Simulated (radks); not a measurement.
Q: All-electron atom: Mg3+ in 1s1 2s2 2p5 3p1 (not the ground configuration). Method: Dirac Kohn-Sham, BLYP, spin-unpolarised, spherical densities, point nucleus; open shells fill j = l - 1/2 first; computed with a radial shooting solver on a logarithmic mesh with Libxc functionals. Some entries of the table are withheld. Estimate them.

orbital,occ.,eigenvalue (eV),<r> (bohr),r(max) (bohr)
1s1/2,1,-1441.603,0.1273,0.08362
2s1/2,2,-154.2844,0.6269,0.5071
2p1/2,2,-124.4609,0.5702,(1)
2p3/2,3,-124.0086,0.5720,(2)
3p1/2,1,-30.7316,2.096,(3)
3p3/2,0,-30.6807,2.099,(4)

A: 
(1) 2p1/2 r(max) (bohr): 0.4176
(2) 2p3/2 r(max) (bohr): 0.4189
(3) 3p1/2 r(max) (bohr): 1.837
(4) 3p3/2 r(max) (bohr): 1.841
